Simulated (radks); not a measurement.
Fractional charge and spin in the 1s shell of boron: the spin-up occupation runs from 0 to 1 and the spin-down occupation from 0 to 1; the fullest corner is B+, 2s2 1s(up 1, down 1). Calculated with a radial shooting solver on a logarithmic mesh with Libxc functionals: scalar-relativistic Kohn-Sham, PBEsol, spin-polarised, spherical densities, finite nucleus; Fermi nuclear charge, rms radius of each element as measured or else 0.836 A^(1/3) + 0.57 fm. Energy (eV) above the fullest corner. The planes named below are the two flat planes that join the four corners, with an edge along up + down = one added electron.

down \ up,0,0.25,0.5,0.75,1
0,505.570,428.646,354.360,283.538,216.378
0.25,428.646,356.621,287.157,221.003,158.374
0.5,354.360,287.157,222.380,160.783,102.583
0.75,283.538,221.003,160.783,103.621,49.725
1,216.378,158.374,102.583,49.725,0.000

Corners above the fullest one (they belong to B2+ and the next ion): (up 1, down 0) 216.38 eV, (up 0, down 1) 216.38 eV, (up 0, down 0) 505.57 eV. With half an added electron in each spin the energy lies 6.001 eV from the planes, and with half an added electron in spin up alone -6.614 eV. The planes are only a guide here: the flat-plane condition holds for ground states with one frontier orbital, while this shell lies below other occupied shells, so the corners above the fullest one are inner-hole states and not the ground states of those ions.
